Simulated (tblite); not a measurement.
Record of a relaxation.

Species: C₅H₂FO₂ (doublet state).
Numbering: `[O:1]=[c:2]1[c:3][c:4]([F:5])[o:6][cH:7][cH:8]1` (hydrogens: H9 on C7; H10 on C8)

Computed with GFN2-xTB (tblite), gas phase: L-BFGS steps from a force-field or distance-geometry start until the largest atomic force falls under 0.01 eV/Å. 14 of its 16 geometries are shown.

Step 0: E = -664.8009 eV, largest atomic force 4.928 eV/Å
```
atom  x, y, z in Å  |  force x, y, z in eV/Å
O1     -1.342   -2.139    0.083   -0.369   1.291  -0.124
C2     -0.628   -1.123    0.034   -0.992  -4.815   0.343
C3      0.764   -1.258    0.065    3.053   2.258  -0.171
C4      1.573   -0.136    0.009   -0.724  -4.159   0.298
F5      2.927   -0.277    0.043   -1.340   1.033  -0.094
O6      1.015    1.039   -0.043    1.922   2.941  -0.156
C7     -0.275    1.238   -0.064   -1.645  -1.994   0.124
C8     -1.132    0.176   -0.015   -0.672   2.532  -0.193
H9     -0.675    2.221   -0.107    0.382   0.765  -0.031
H10    -2.218    0.263   -0.028    0.386   0.149   0.006
```

Step 1: E = -665.2061 eV, largest atomic force 3.574 eV/Å
```
atom  x, y, z in Å  |  force x, y, z in eV/Å
O1     -1.348   -2.121    0.081   -2.510  -2.543   0.065
C2     -0.643   -1.192    0.039    2.250   1.619   0.050
C3      0.808   -1.226    0.062   -1.758  -1.929   0.017
C4      1.563   -0.195    0.014    1.515   2.024  -0.004
F5      2.908   -0.262    0.041   -0.819   0.662  -0.067
O6      1.043    1.081   -0.045    0.326   0.480  -0.057
C7     -0.299    1.210   -0.062    1.222   1.245  -0.018
C8     -1.141    0.213   -0.018   -0.615  -1.857   0.023
H9     -0.669    2.232   -0.107    0.504   0.005   0.000
H10    -2.213    0.265   -0.028   -0.115   0.294  -0.009
```

Step 2: E = -665.3652 eV, largest atomic force 1.626 eV/Å
```
atom  x, y, z in Å  |  force x, y, z in eV/Å
O1     -1.374   -2.143    0.081   -0.019   0.544  -0.056
C2     -0.622   -1.186    0.041   -0.884  -1.358   0.137
C3      0.797   -1.241    0.062    0.023  -0.192  -0.038
C4      1.577   -0.184    0.014   -0.389   0.551   0.036
F5      2.897   -0.253    0.040   -0.158   0.600  -0.050
O6      1.050    1.092   -0.046    0.249   0.124  -0.029
C7     -0.290    1.218   -0.062    0.303   0.034   0.026
C8     -1.149    0.199   -0.018    0.735  -0.625  -0.011
H9     -0.663    2.234   -0.107    0.427   0.106  -0.005
H10    -2.213    0.269   -0.028   -0.287   0.216  -0.009
```

Step 3: E = -665.4104 eV, largest atomic force 0.874 eV/Å
```
atom  x, y, z in Å  |  force x, y, z in eV/Å
O1     -1.381   -2.142    0.081   -0.589  -0.317  -0.009
C2     -0.629   -1.203    0.043   -0.141  -0.429   0.067
C3      0.794   -1.247    0.061    0.377   0.368  -0.046
C4      1.575   -0.174    0.015   -0.860  -0.149   0.048
F5      2.892   -0.243    0.040   -0.014   0.550  -0.042
O6      1.055    1.097   -0.047    0.195   0.163  -0.020
C7     -0.284    1.221   -0.061   -0.041  -0.420   0.035
C8     -1.141    0.188   -0.018    0.546  -0.006  -0.023
H9     -0.656    2.236   -0.108    0.375   0.090  -0.005
H10    -2.217    0.272   -0.028    0.152   0.150  -0.005
```

Step 5: E = -665.4851 eV, largest atomic force 0.591 eV/Å
```
atom  x, y, z in Å  |  force x, y, z in eV/Å
O1     -1.423   -2.159    0.080   -0.069  -0.210   0.021
C2     -0.639   -1.249    0.049    0.023   0.220  -0.051
C3      0.796   -1.250    0.059   -0.203   0.067   0.017
C4      1.548   -0.159    0.018   -0.055  -0.123  -0.005
F5      2.875   -0.197    0.036   -0.117   0.268  -0.020
O6      1.070    1.115   -0.049   -0.269  -0.129   0.024
C7     -0.271    1.212   -0.060   -0.108  -0.070  -0.010
C8     -1.117    0.167   -0.019    0.004   0.135   0.020
H9     -0.624    2.240   -0.108    0.204  -0.169   0.006
H10    -2.205    0.285   -0.028    0.591   0.012  -0.003
```

Step 6: E = -665.4994 eV, largest atomic force 0.254 eV/Å
```
atom  x, y, z in Å  |  force x, y, z in eV/Å
O1     -1.435   -2.167    0.080    0.128  -0.023   0.016
C2     -0.644   -1.259    0.050   -0.055   0.237  -0.055
C3      0.791   -1.250    0.059   -0.165  -0.017   0.026
C4      1.540   -0.156    0.019    0.022  -0.112  -0.017
F5      2.867   -0.178    0.034   -0.076   0.146  -0.010
O6      1.067    1.116   -0.049   -0.169  -0.152   0.029
C7     -0.270    1.208   -0.059   -0.032   0.047  -0.015
C8     -1.110    0.164   -0.019    0.022  -0.075   0.030
H9     -0.610    2.237   -0.108    0.071  -0.074   0.001
H10    -2.187    0.289   -0.029    0.253   0.023  -0.005
```

Step 7: E = -665.5043 eV, largest atomic force 0.143 eV/Å
```
atom  x, y, z in Å  |  force x, y, z in eV/Å
O1     -1.435   -2.169    0.080    0.116   0.019   0.008
C2     -0.647   -1.258    0.049   -0.032   0.136  -0.032
C3      0.786   -1.249    0.059   -0.081  -0.084   0.022
C4      1.537   -0.158    0.019    0.038  -0.055  -0.015
F5      2.863   -0.169    0.034   -0.051   0.085  -0.006
O6      1.062    1.113   -0.048   -0.025  -0.093   0.022
C7     -0.270    1.207   -0.060   -0.023  -0.016  -0.007
C8     -1.107    0.162   -0.018    0.075  -0.054   0.018
H9     -0.604    2.234   -0.108   -0.001   0.023  -0.004
H10    -2.176    0.291   -0.029   -0.016   0.040  -0.005
```

Step 8: E = -665.5055 eV, largest atomic force 0.068 eV/Å
```
atom  x, y, z in Å  |  force x, y, z in eV/Å
O1     -1.433   -2.169    0.080    0.058   0.022   0.002
C2     -0.648   -1.255    0.048   -0.004   0.016  -0.010
C3      0.784   -1.250    0.060    0.022  -0.051   0.013
C4      1.537   -0.160    0.018   -0.020  -0.062  -0.008
F5      2.862   -0.166    0.033   -0.013   0.060  -0.005
O6      1.060    1.110   -0.047    0.018  -0.045   0.013
C7     -0.271    1.207   -0.060    0.039   0.043  -0.003
C8     -1.105    0.162   -0.018   -0.040  -0.044   0.007
H9     -0.604    2.234   -0.108   -0.006   0.021  -0.004
H10    -2.174    0.291   -0.029   -0.055   0.039  -0.004
```

Step 9: E = -665.5059 eV, largest atomic force 0.070 eV/Å
```
atom  x, y, z in Å  |  force x, y, z in eV/Å
O1     -1.431   -2.168    0.080    0.010  -0.004   0.000
C2     -0.648   -1.253    0.047    0.019  -0.023   0.001
C3      0.784   -1.251    0.060    0.026  -0.060   0.007
C4      1.537   -0.162    0.018    0.000  -0.017  -0.004
F5      2.861   -0.164    0.033   -0.005   0.046  -0.005
O6      1.060    1.109   -0.047    0.020  -0.022   0.008
C7     -0.271    1.207   -0.060   -0.004  -0.028   0.003
C8     -1.106    0.161   -0.018   -0.005   0.052  -0.002
H9     -0.604    2.234   -0.108   -0.001   0.023  -0.003
H10    -2.174    0.292   -0.029   -0.061   0.035  -0.004
```

Step 10: E = -665.5062 eV, largest atomic force 0.056 eV/Å
```
atom  x, y, z in Å  |  force x, y, z in eV/Å
O1     -1.429   -2.168    0.080   -0.018  -0.014  -0.002
C2     -0.648   -1.252    0.047    0.024  -0.036   0.009
C3      0.784   -1.253    0.060    0.040  -0.025   0.001
C4      1.537   -0.163    0.018   -0.008  -0.013   0.001
F5      2.861   -0.162    0.033    0.013   0.029  -0.005
O6      1.060    1.107   -0.046   -0.002  -0.011   0.003
C7     -0.271    1.207   -0.060   -0.003  -0.003   0.004
C8     -1.106    0.162   -0.017   -0.031   0.046  -0.006
H9     -0.604    2.235   -0.108    0.012   0.001  -0.002
H10    -2.175    0.293   -0.029   -0.027   0.026  -0.003
```

Step 12: E = -665.5066 eV, largest atomic force 0.018 eV/Å
```
atom  x, y, z in Å  |  force x, y, z in eV/Å
O1     -1.429   -2.169    0.080   -0.011  -0.001  -0.003
C2     -0.647   -1.253    0.047    0.003  -0.003   0.008
C3      0.786   -1.256    0.061    0.008   0.008  -0.003
C4      1.536   -0.165    0.018    0.012   0.004   0.005
F5      2.861   -0.158    0.033    0.018   0.000  -0.004
O6      1.060    1.105   -0.046   -0.018  -0.004   0.000
C7     -0.271    1.207   -0.060   -0.016  -0.005   0.004
C8     -1.107    0.163   -0.017   -0.012  -0.006  -0.003
H9     -0.603    2.236   -0.108    0.015  -0.004  -0.001
H10    -2.177    0.296   -0.029    0.002   0.011  -0.002
```

Step 13: E = -665.5066 eV, largest atomic force 0.018 eV/Å
```
atom  x, y, z in Å  |  force x, y, z in eV/Å
O1     -1.429   -2.169    0.080    0.000   0.005  -0.001
C2     -0.647   -1.253    0.047   -0.004   0.005   0.003
C3      0.786   -1.257    0.061   -0.002   0.009  -0.001
C4      1.536   -0.165    0.018    0.011   0.003   0.004
F5      2.861   -0.158    0.032    0.010  -0.001  -0.004
O6      1.060    1.105   -0.046   -0.009  -0.003   0.001
C7     -0.271    1.207   -0.060   -0.009  -0.006   0.003
C8     -1.108    0.163   -0.018   -0.005  -0.017  -0.001
H9     -0.602    2.236   -0.108    0.009  -0.001  -0.001
H10    -2.177    0.297   -0.029   -0.001   0.007  -0.003
```

Step 14: E = -665.5066 eV, largest atomic force 0.015 eV/Å
```
atom  x, y, z in Å  |  force x, y, z in eV/Å
O1     -1.429   -2.169    0.080    0.006   0.004   0.000
C2     -0.647   -1.254    0.048   -0.005   0.007   0.000
C3      0.786   -1.256    0.061   -0.006   0.007   0.000
C4      1.537   -0.165    0.018    0.006   0.002   0.002
F5      2.861   -0.157    0.032    0.003  -0.001  -0.004
O6      1.059    1.104   -0.046    0.000  -0.001   0.002
C7     -0.272    1.206   -0.060   -0.002  -0.005   0.001
C8     -1.108    0.162   -0.018   -0.001  -0.015   0.001
H9     -0.601    2.236   -0.108    0.005   0.000  -0.001
H10    -2.177    0.297   -0.030   -0.005   0.002  -0.003
```

Step 15: E = -665.5066 eV, largest atomic force 0.006 eV/Å
```
atom  x, y, z in Å  |  force x, y, z in eV/Å
O1     -1.429   -2.169    0.080    0.005   0.000   0.001
C2     -0.647   -1.253    0.048   -0.004   0.004  -0.001
C3      0.786   -1.256    0.061   -0.005   0.004   0.001
C4      1.537   -0.165    0.018    0.001   0.001   0.001
F5      2.862   -0.157    0.032   -0.001   0.000  -0.003
O6      1.059    1.104   -0.046    0.004   0.001   0.003
C7     -0.272    1.206   -0.059    0.003  -0.004   0.000
C8     -1.108    0.162   -0.018   -0.001  -0.005   0.002
H9     -0.601    2.236   -0.108    0.002  -0.002   0.000
H10    -2.178    0.298   -0.030   -0.005   0.000  -0.002
```

**Question.** Summarise the path.

**Answer.** The energy falls by 16.27 kcal/mol from step 0 to step 15; nine tenths of that is first reached at step 4. It falls at every step. The largest force goes from 4.928 to 0.006 eV/Å. Among the bonds C2–C8 changes most, from 1.394 to 1.490 Å; the atoms move by 0.080 Å rms after alignment.

**Question.** Follow the three bonds and two angles with the largest change from start to end.

**Answer.** 
```tsv
step	E above end (kcal/mol)	largest force (eV/Å)	C2–C8 (Å)	C3=C4 (Å)	C4–O6 (Å)	F5–C4–O6 (°)	O1–C2–C3 (°)
0	16.27	4.928	1.394	1.385	1.302	121.4	119.5
1	6.93	3.574	1.491	1.279	1.380	115.0	125.8
2	3.26	1.626	1.484	1.314	1.382	115.4	125.9
3	2.22	0.874	1.483	1.328	1.374	115.3	126.9
4	1.02	0.762	1.486	1.325	1.365	113.4	129.1
5	0.50	0.591	1.496	1.326	1.362	112.3	130.7
6	0.17	0.254	1.499	1.326	1.359	111.3	131.4
7	0.05	0.143	1.494	1.325	1.359	110.9	131.2
8	0.03	0.068	1.490	1.326	1.358	110.8	130.8
9	0.02	0.070	1.487	1.325	1.358	110.7	130.5
10	0.01	0.056	1.487	1.325	1.358	110.5	130.4
11	0.00	0.030	1.489	1.325	1.358	110.3	130.3
12	0.00	0.018	1.490	1.325	1.358	110.3	130.3
13	0.00	0.018	1.490	1.325	1.358	110.2	130.3
14	0.00	0.015	1.491	1.325	1.358	110.3	130.4
15	0.00	0.006	1.490	1.325	1.358	110.3	130.4
```

The cost below is that of the whole relaxation. Time: under 0.1 s. Hardware: one thread of an Arm Neoverse V1 (shared host).
